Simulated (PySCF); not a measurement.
# Pr(OH)3 at several levels of theory

Computed with PySCF 2.14.0 (density fitting, no spin-orbit coupling) at the geometry relaxed with TPSS:

```xyz
7
Pr(OH)3 (singlet in the valence; each metal's 4f electrons, 2 of them, lie in its core potential, out of spins and levels)
Pr    0.0000    0.0000   -0.3376
O     2.1056    0.0000    0.0655
H     3.0185    0.0000    0.3842
O    -1.0528    1.8235    0.0655
H    -1.5092    2.6141    0.3842
O    -1.0528   -1.8235    0.0655
H    -1.5092   -2.6141    0.3842
```

| level | basis | state | HOMO (eV) | gap (eV) | charge on Pr1 (e) | population of f-type functions on Pr1 (polarisation alone where 4f lies in the core) | dipole about the centre of mass (D) | largest force component (eV/Å) |
| --- | --- | --- | --- | --- | --- | --- | --- | --- |
| TPSS | Pr lcecp-1-SVP with ECP48, O def2-SVP, H def2-SVP | singlet | -5.83 | 4.16 | 1.02 | 0.11 | 1.33 | 0.01 |
| CAM-B3LYP | the same | singlet | -8.86 | 8.24 | 1.11 | 0.11 | 1.44 | 0.41 |

In the lcecp rows the 4f levels are missing from HOMO and gap, and the state counts the valence alone.

Charges are Mulliken's, which hang on the basis. The relaxation used the grid (50, 194), these runs (75, 302) or, all-electron (x2c bases, spin-free X2C Hamiltonian), (99, 590).

**Question.** A further run in the first row's basis gives HOMO (eV) -5.63, gap (eV) 3.72, charge on Pr1 (e) 0.89, population of f-type functions on Pr1 (polarisation alone where 4f lies in the core) 0.11, dipole about the centre of mass (D) 1.26, largest force component (eV/Å) 0.19. Which level was it?
A. BLYP
B. TPSSh
C. PBE0

**Answer.** A. The others give HOMO -7.43 eV (PBE0); -6.49 eV (TPSSh).

In the first row's basis the gap widens with exact exchange: 3.7 to 4.2 eV for BLYP, TPSS (none); 5.0 to 6.2 eV for TPSSh, PBE0 (a fixed share); 8.2 eV for CAM-B3LYP (rising or full at long range).

No frequency check is given that shows the relaxed geometry to be a minimum. An lcecp potential fixes the number of 4f electrons, so in runs with it no electron can move into or out of that shell.
